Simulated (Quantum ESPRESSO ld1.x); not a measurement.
Question: Excited configurations of the arsenic ion As3+: one electron is placed in a higher orbital outside [Ar] 3d10 4s1. The ground configuration is [Ar] 3d10 4s2. All-electron calculation, Dirac Kohn-Sham, PW91, spin-unpolarised, spherical densities, point nucleus; open shells fill j = l - 1/2 first. Program: ld1.x of Quantum ESPRESSO 7.5. Excitation = E - E(ground); binding = E(ion) - E, where the ion is the core of charge +4; n* = 4/sqrt(2 binding) in atomic units, and the quantum defect is n - n*.

outer orbital  excitation (eV)  binding (eV)     n*  quantum defect  eigenvalue (eV)  <r> (bohr)
4d3/2                   27.030        23.739  3.028           0.972          -19.966       2.772
5s1/2                   28.138        22.631  3.101           1.899          -20.074       3.704
5p1/2                   31.707        19.062  3.379           1.621          -16.813       4.176
6s1/2                   37.672        13.097  4.077           1.923          -11.665       6.392
6p1/2                   39.298        11.472  4.356           1.644          -10.171       7.075
6d3/2                   41.976         8.793  4.976           1.024           -7.804       8.756
6f5/2                   44.253         6.517  5.780           0.220           -5.769       11.28
7s1/2                   42.240         8.529  5.052           1.948           -7.669       9.787
7f5/2                   45.982         4.787  6.743           0.257           -4.287       15.91

Estimate the row for 5f5/2.

Answer: excitation (eV) 41.440; binding (eV) 9.329; n* 4.831; quantum defect 0.169; eigenvalue (eV) -8.077; <r> (bohr) 7.399. The Delta-SCF ionisation energy is 50.769 eV (NIST Atomic Spectra Database: 50.2 eV, measured). Self-interaction in the functional shifts the binding energies and quantum defects, so they are the method's values and not measured ones. Spin polarisation and multiplet splitting are left out, so open shells lie too high by an amount that depends on their filling.

Beside tabulated values, note that spin-unpolarised runs miss the spin-polarisation part of the exchange energy of open shells.
